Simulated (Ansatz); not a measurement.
Relaxation of C₃H₁₀Al (14 atoms, charge 0, multiplicity 2), to a largest force component of 0.03 eV/Å in at most 50 steps.

Computed with UKS PBE0-D4/6-31G* in Ansatz.

```xyz
14
Properties=species:S:1:pos:R:3:forces:R:3
H -0.863 -2.276 -1.000 1.87 0.79 0.68
C 1.202 -1.390 -0.233 0.12 0.05 0.04
Al 0.281 0.272 0.158 0.00 0.01 0.00
C -0.554 0.516 1.921 0.00 0.00 0.00
C 0.174 1.661 -1.228 0.00 0.00 0.00
H -1.470 -2.534 -1.222 -1.99 -0.85 -0.73
H 1.701 -1.611 -1.179 0.00 0.00 0.00
H 1.296 -2.223 0.468 0.00 0.00 0.00
H -1.560 0.949 1.838 0.00 0.00 0.00
H 0.028 1.210 2.542 0.00 0.00 0.00
H -0.640 -0.422 2.481 0.00 0.00 0.00
H 0.899 1.511 -2.037 0.00 0.00 0.00
H -0.824 1.670 -1.690 0.00 0.00 0.00
H 0.331 2.667 -0.819 0.00 0.00 0.00
```

**Question.** Where does it end, and by what steps?

**Answer.** The forces met the threshold. After 5 steps the energy has fallen by 0.076 eV; H6 moved furthest, 0.33 Å.

| step | energy less start (eV) | largest force component (eV/Å) | accepted |
| --- | --- | --- | --- |
| 0 | 0.0000 | 1.989 | yes |
| 1 | -0.0668 | 0.156 | yes |
| 2 | -0.0566 | 0.636 | no |
| 3 | -0.0745 | 0.097 | yes |
| 4 | -0.0755 | 0.094 | yes |
| 5 | -0.0765 | 0.015 | yes |

```xyz
14
Properties=species:S:1:pos:R:3
H -1.077 -2.441 -1.104
C 1.317 -1.333 -0.190
Al 0.316 0.290 0.174
C -0.544 0.525 1.925
C 0.188 1.670 -1.221
H -1.760 -2.653 -1.316
H 1.847 -1.532 -1.124
H 1.426 -2.164 0.512
H -1.558 0.934 1.832
H 0.018 1.239 2.544
H -0.612 -0.409 2.494
H 0.915 1.528 -2.029
H -0.809 1.667 -1.683
H 0.333 2.678 -0.814
```

Whether the end is a true minimum wasn't checked by a vibrational analysis.

Run time: 24 s on 2 threads of Intel(R) Xeon(R) Platinum 8375C CPU @ 2.90GHz (Ice Lake), with other jobs on the host, peak memory 0.26 GiB.
